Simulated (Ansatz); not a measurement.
Species: C$_{2}$H$_{7}$GeO (charge 0, doublet). It need not be the lowest isomer of its formula. 
Geometry from a B3LYP-D3(BJ)/def2-TZVP (Ansatz, a quantum-chemistry and plane-wave program) optimisation:
```xyz
11

C     -2.9186     0.0628     0.0988
C     -1.5557    -0.4555     0.3355
O     -0.5978     0.3928    -0.2786
Ge     1.1412     0.0272    -0.0582
H     -3.0555     1.0937    -0.1924
H     -3.7803    -0.5520     0.3174
H     -1.4708    -1.4856    -0.0489
H     -1.3591    -0.5272     1.4229
H      1.8679     1.1297    -0.8338
H      1.4725     0.0591     1.4482
H      1.4357    -1.3755    -0.6285
```
Charge 0, spin multiplicity 2.

Dipole moments at this geometry, in debye (magnitudes).

| level | program | dipole (D) |
|---|---|---|
| PBE/def2-TZVPD | Ansatz | 1.21 |
| BLYP/def2-TZVPD | Ansatz | 1.22 |
| revPBE/def2-TZVPD | Ansatz | 1.18 |
| r2SCAN/def2-TZVPD | Ansatz | [?] |
| B97M-V/def2-TZVPD | Ansatz | 1.15 |
| r2SCAN0/def2-TZVPD | Ansatz | 1.28 |
| HSE06/def2-TZVPD | Ansatz | 1.27 |
| LC-wPBE/def2-TZVPD | Ansatz | 1.37 |
| CCSD(T)/aug-cc-pVDZ | Ansatz | [?] |

### Question
Some entries are withheld; supply them.

### Answer

- r2SCAN/def2-TZVPD, dipole (D): 1.21
- CCSD(T)/aug-cc-pVDZ, dipole (D): 1.28
